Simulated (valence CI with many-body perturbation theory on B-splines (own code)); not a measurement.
## Questions on Cs⁵⁺

Calculated by configuration interaction combined with many-body perturbation theory (CI+MBPT): four valence electrons over a frozen Dirac-Fock core [Kr] 4d10, a basis of 9 s, 9 p, 8 d, 6 f, 3 g, 1 h functions for each j, with the one-electron correlation potential Σ1 (screened to all orders), the two-electron term Σ2, the three-electron term Σ3, Breit, model QED; selected single and double excitations, second order for the rest, scaled by the run's own slope (own B-spline code, finite nucleus).

Set against measurement, 21 paired levels are off by 267 cm⁻¹ on average, the worst by 713. These come from a selection out of Sansonetti, J. Phys. Chem. Ref. Data 38, 761 (2009). Levels without a partner in it may be off by more, other configurations by several thousand cm⁻¹.

Names give the largest LS component (configuration and term), which can be under half, so a name can repeat, a term be missing and a line seem to break the LS rules; names also repeat where a configuration has a term twice.

Rates and lifetimes use the calculated energies. Strong lines usually hold to 10 to 20 %, long lifetimes can be off by a factor of two.

Question: What is the ground level?

Answer: 5s2 5p2 3P_0, composition 86 % 5s2 5p2 3P + 11 % 5s2 5p2 1S.

Question: How is the term 3P of the ground level split?

Answer: J = 0 at 0.0, J = 1 at 12148, J = 2 at 17640 cm⁻¹.

Question: How well does LS coupling describe the low levels?

Answer: Among the lowest 20 levels the leading LS term, summed over configurations, holds 76 % on average. For single configurations the figures are 71 % in LS and 75 % in jj coupling. Terms mix most in the J = 2 level at 154690 cm⁻¹, where the leading one holds 47 %.

Question: What are the static dipole polarisabilities of the lowest levels?

Answer: 5s2 5p2 3P_0 5.40; 5s2 5p2 3P_1 5.60 (tensor 0.084); 5s2 5p2 3P_2 5.62; 5s2 5p2 1D_2 5.79 (tensor 0.20) bohr³, of which the core gives 0.689.

Question: Name the longest-lived excited levels whose lifetime is computed, and their main decay.

Answer: 5s2 5p2 3P_2 at 17640 cm⁻¹ lives 610 ms, mostly by M1 to 5s2 5p2 3P_1; 5s2 5p2 3P_1 at 12148 cm⁻¹ lives 35.1 ms, mostly by M1 to 5s2 5p2 3P_0; 5s2 5p2 1D_2 at 35088 cm⁻¹ lives 8.89 ms, mostly by M1 to 5s2 5p2 3P_1. The lifetime of 4f 5s2 5p 3G_5 is too uncertain to give, and may be longer.

Question: Among levels below 214070 cm⁻¹, which E1 lines absorb most strongly from the ground level?

Answer: to 5s2 5p 5d 3D°_1 at 49.92 nm, f = 2.14; to 5s 5p3 1P°_1 at 51.28 nm, f = 0.384; to 5s 5p3 3S°_1 at 56.70 nm, f = 0.346.

Question: Where does the other parity begin?

Answer: At 5s 5p3 5S°_2, 106440 cm⁻¹.
